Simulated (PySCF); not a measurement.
Numbering as in the mapped SMILES `[CH3:1][O:2][B:3]([O:4][CH3:5])[SiH2:6][C:7]([F:8])([F:9])[F:10]`. Each H is labelled by its parent atom.

- structure optimised with PBE0-D3(BJ)/def2-SVP
- KT3/pcSseg-1 with gauge-including orbitals
- program: PySCF
- gas phase, one conformer, relativity neglected, rapidly exchanging positions averaged

Shifts are taken against calculated references (same method and geometry level): $^{13}$C (σref 182.31) and $^{1}$H (σref 31.32) and $^{29}$Si (σref 365.51) vs TMS; $^{17}$O (σref 329.03) against H2O; BF3·OEt2 for $^{11}$B (σref 100.51); $^{19}$F (σref 149.45) vs CFCl3.

| atoms | nucleus | count | δ (ppm) |
| --- | --- | --- | --- |
| H(Si6) | $^{1}$H | 2 | 3.86 |
| H(C1)/H(C5) | $^{1}$H | 6 | ? |
| F8/F9/F10 | $^{19}$F | 3 | ? |
| O2/O4 | $^{17}$O | 2 | 139.7 |
| B3 | $^{11}$B | 1 | 24.3 |
| C7 | $^{13}$C | 1 | 133.4 |
| C1/C5 | $^{13}$C | 2 | 53.3 |
| Si6 | $^{29}$Si | 1 | -79.1 |

Q: Fill in the missing shifts.

A: 
- H(C1)/H(C5): 3.74 ppm, hydrogen on a methyl carbon bonded to O; its carbon carries O, hence the downfield position
- F8/F9/F10: -76.0 ppm, fluorine of a CF3 group

Shifts are as computed, not scaled to solution data. Of 1309 compounds with measured shifts, 239 miss one by over three times the rms of a fit or turn the order of signals round; such compounds aren't used in these exercises. Unscaled 19F shifts against computed CFCl3 carry errors that often reach 10 to 50 ppm. Experimental scales use liquid or dissolved standards, which lie at an offset from isolated H2O (liquid H2O: subtract about 36 ppm).
